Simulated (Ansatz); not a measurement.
This geometry of FH + H4O2Sn (9 atoms, charge 0, multiplicity 1) is a first-order saddle point.

All numbers below come from Ansatz, RKS PBE0-D4/def2-SVP.

```xyz
9
Properties=species:S:1:pos:R:3
Sn 0.180 0.229 -0.121
H -0.487 0.050 1.805
O 1.959 -0.012 -0.911
H 2.076 -0.950 -1.115
H -0.818 1.403 -0.832
O -0.420 -1.649 -0.343
H -1.047 -1.925 0.335
F 1.013 1.495 1.419
H 0.173 0.781 1.898
```

Which two structures does it join? (They come from a converged band through this point; their orientation in space is the band's.)

Bonds broken: Sn1–H2, F8–H9. Bonds formed: Sn1–F8, H2–H9. FH + H4O2Sn becomes FH3O2Sn + H2.

First end point:

```xyz
9
Properties=species:S:1:pos:R:3
Sn -0.388 -0.016 0.294
H -0.759 -0.209 1.940
O 1.635 -0.211 0.184
H 1.955 -0.462 -0.690
H -0.948 1.266 -0.664
O -0.995 -1.598 -0.741
H -0.860 -2.430 -0.274
F 1.249 1.902 1.250
H 1.741 1.179 0.834
```

Last end point:

```xyz
9
Properties=species:S:1:pos:R:3
Sn 0.246 0.435 -0.731
H -0.506 -0.564 3.125
O 1.921 0.033 -1.666
H 2.398 -0.706 -1.267
H -0.697 1.481 -1.672
O -0.591 -1.241 -0.134
H -0.661 -1.253 0.831
F 0.689 1.279 0.965
H -0.170 -0.041 2.682
```

How far does it lie above each of them?

149.7 kJ/mol above the first and 124.5 kJ/mol above the second. This is the barrier of this one path; another mechanism may lie lower. The orbitals stay closed-shell, which can raise the energy where a bond breaks towards radicals; this wasn't checked here.

Run time: 4.6 min on 2 threads of Arm Neoverse V1, with other jobs on the host, peak memory 0.22 GiB.
